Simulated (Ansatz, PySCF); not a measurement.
Gas-phase reaction (SMILES): C[Si](C)(C)C + F (HF) → C[Si](C)(C)F [fluoro(trimethyl)silane] + C (CH4); hydrogen fluoride cleaves one Si-C bond, a model of a ligand-exchange step.

Each molecule is optimised on its own at B3LYP-D3(BJ)/def2-TZVP (Ansatz, an electronic-structure program). Correlated levels leave the core frozen unless marked. No spin-orbit coupling. Non-relativistic. CBS(X,Y): correlation extrapolated as X^-3; Hartree-Fock from the larger set. Thermal terms are rigid-rotor harmonic-oscillator values from B3LYP-D3(BJ) frequencies (Ansatz or PySCF) at 298.15 K and 1 atm. 1 Eh = 627.5095 kcal/mol.

```tsv
species	E, CCSD(T)/CBS(cc-pV(T+d)Z,cc-pV(Q+d)Z) (Ansatz) (Eh)	E, PBE/def2-TZVPD (Ansatz) (Eh)	H - E (Eh)
C[Si](C)(C)C	-448.55466	-448.86576	0.15714
F (HF)	-100.39146	-100.39521	0.01259
C[Si](C)(C)F	-508.54862	-508.85599	0.12234
C (CH4)	-40.45816	-40.46301	0.04840
```

Work out ΔE and ΔH at 298.15 K at the first level, then ΔH at the second.


1. ΔE = [(-508.54862) + (-40.45816)] - [(-448.55466) + (-100.39146)] = -0.06066 Eh = -38.1 kcal/mol at CCSD(T)/CBS(cc-pV(T+d)Z,cc-pV(Q+d)Z).
2. The terms H - E add up to 0.00101 Eh, so ΔH = (-0.06066 + (0.00101))×627.5095 = -37.4 kcal/mol.
3. At PBE/def2-TZVPD the same steps give ΔE = -36.4 and ΔH = -35.8 kcal/mol, a shift of +1.6 from the first level.
4. These values are not checked against measurement here, since the tables used lack a sound gas-phase enthalpy of formation for at least one species.
